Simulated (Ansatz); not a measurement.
Ca₄⁺. The state is a doublet with charge 1. Geometry r2SCAN/def2-TZVP; atoms count from 1.

```xyz
4

Ca   -1.4823   -1.6437   -0.4719
Ca    1.2995    0.1857   -1.8894
Ca    1.4751   -0.3421    1.7493
Ca   -1.2924    1.8001    0.6120
```

The geometry of the doublet was relaxed on an unsound state (⟨S²⟩ 1.09, where a pure state has 0.75). The structure comes from a short search, and lower isomers may exist.

**Question.** Estimate the Mulliken populations from the PBE0/def2-TZVP orbitals of Ansatz.

**Answer.** 
```json
{"atom": "Ca1", "charge (e)": "0.24", "spin (α − β)": "0.28"}
{"atom": "Ca2", "charge (e)": "0.25", "spin (α − β)": "0.25"}
{"atom": "Ca3", "charge (e)": "0.25", "spin (α − β)": "0.22"}
{"atom": "Ca4", "charge (e)": "0.25", "spin (α − β)": "0.25"}
```
Mulliken values and Mayer orders depend strongly on the basis.

**Question.** Where does the spin sit?

**Answer.** Summed by element: Ca 1.00, of 1 unpaired in all. Largest on single atoms: Ca1 0.28, Ca4 0.25, Ca2 0.25.

**Question.** And the Mayer bond orders between bonded heavy atoms (over 0.3)?

**Answer.** Ca1–Ca2 0.70 (3.62 Å); Ca1–Ca3 0.53 (3.92 Å); Ca1–Ca4 0.70 (3.62 Å); Ca2–Ca3 0.67 (3.68 Å); Ca2–Ca4 0.52 (3.95 Å); Ca3–Ca4 0.67 (3.68 Å).
